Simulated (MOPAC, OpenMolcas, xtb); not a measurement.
# How methods differ on AlHICl (SMILES [Cl][AlH][I])

The species is AlHICl (4 atoms), meant as a singlet with charge 0. As SMILES, `[Cl][AlH][I]`. The shape comes from GFN2-xTB, which is rough for such elements, and wasn't checked as a minimum.

```xyz
4

Cl   -1.9890    0.1332   -0.5563
Al   -0.0417    0.1801   -0.0483
I     1.2998   -1.8004    0.7174
H     0.7309    1.4872   -0.1129
```

Quantity: the dipole moment, in D. The values are calculated.

| level | kind | program | value (D) | CPU time |
| --- | --- | --- | --- | --- |
| AM1 | semi-empirical | MOPAC | 1.20 | under 2 s |
| PM6 | semi-empirical | MOPAC | 1.29 | under 2 s |
| PM7 | semi-empirical | MOPAC | 1.08 | under 2 s |
| GFN1-xTB | semi-empirical | xtb | 1.14 | under 2 s |
| HF/STO-3G | Hartree–Fock | OpenMolcas | 2.19 | 2.5 s |
| HF/3-21G | Hartree–Fock | OpenMolcas | 1.58 | 3 s |
| HF/def2-SVP (core potential) | Hartree–Fock | OpenMolcas | 1.05 | 3.9 s |
| BP86/def2-TZVP (core potential) | GGA | OpenMolcas | 0.61 | 47 s |
| PBE0/def2-SVP (core potential) | global hybrid | OpenMolcas | 0.82 | 10 s |

All-electron rows without a relativistic Hamiltonian named are non-relativistic, while core potentials hold scalar relativity, so basis and relativity change together. The values span 0.61 to 2.19 D. Magnitudes only: a small dipole may point the other way at some levels. Sets without polarisation functions give poor dipoles. Without the sets that lack polarisation functions the rows with a basis span only 0.61 to 1.05 D. CPU times are rough (shared hosts, several kinds of processor): they show what a rung costs within a factor of a few.
